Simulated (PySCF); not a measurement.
Species: C₅H₅OS (charge -1).
Numbering: `[CH3:1][c:2]1[cH:3][o:4][c:5]([S-:6])[cH:7]1` (hydrogens: H8, H9, H10 on C1; H11 on C3; H12 on C7)

Cartesian coordinates in Å at the GFN2-xTB level; atoms count from 1:
```xyz
12
C5H5OS angstrom
C     -1.766   -0.344    0.040
C     -0.323    0.039   -0.027
C      0.188    1.252   -0.378
O      1.549    1.237   -0.324
C      1.923   -0.019    0.073
S      3.554   -0.406    0.250
C      0.788   -0.785    0.265
H     -2.395    0.478   -0.301
H     -2.050   -0.597    1.064
H     -1.962   -1.217   -0.584
H     -0.277    2.173   -0.677
H      0.772   -1.811    0.576
```

The geometry is computed with GFN2-xTB (gas phase).

Take the most abundant isotopes and a rigid rotor. 

(1) What are A, B and C (MHz)?

(2) What kind of rotor is it?

(3) Is it planar, by Δ = Ic − Ia − Ib?

(4) Give the other two planar moments, Paa and Pbb, and the rms extents of the mass along the axes.

(5) List the rotational levels J(Ka,Kc) to J = 4 (cm⁻¹).

Answers

(1) Ia = 72.75, Ib = 373.33, Ic = 442.94 u·Å²; 505379 MHz·u·Å²/I gives A = 6947, B = 1354, C = 1141 MHz.

(2) A near-prolate asymmetric top: κ = (2 × 1354 − 6947 − 1141)/(6947 − 1141) = -0.93.

(3) Not planar: Δ = Ic − Ia − Ib = -3.13 u·Å². For a rigid frame Δ = −2 Σ m c², so Σ m c² = 1.57 u·Å² lies off the ab plane, practically all of it from hydrogen. The atom farthest from that plane is 0.92 Å away.

(4) Paa = Σ m a² = (Ib + Ic − Ia)/2 = 371.76 and Pbb = Σ m b² = (Ia + Ic − Ib)/2 = 71.18 u·Å². With the mass M = 113.01 u, the rms extents √(P/M) along a, b and c are 1.81, 0.79, 0.12 Å.

(5) Above 0(0,0):
J = 1: 1(0,1) 0.0832, 1(1,1) 0.2698, 1(1,0) 0.2769
J = 2: 2(0,2) 0.2494, 2(1,2) 0.4291, 2(1,1) 0.4504, 2(2,1) 1.0101, 2(2,0) 1.0103
J = 3: 3(0,3) 0.4983, 3(1,3) 0.6680, 3(1,2) 0.7106, 3(2,2) 1.2598, 3(2,1) 1.2608, 3(3,1) 2.2105, 3(3,0) 2.2105
J = 4: 4(0,4) 0.8292, 4(1,4) 0.9863, 4(1,3) 1.0572, 4(2,3) 1.5925, 4(2,2) 1.5954, 4(3,2) 2.5437, 4(3,1) 2.5438, 4(4,1) 3.8742, 4(4,0) 3.8742
The levels of one J sum to (2J + 1)J(J + 1)(A + B + C)/3.

No GFN2-xTB frequencies stand behind this structure, so it isn't proved a minimum. Zero-point vibration and centrifugal distortion are left out.
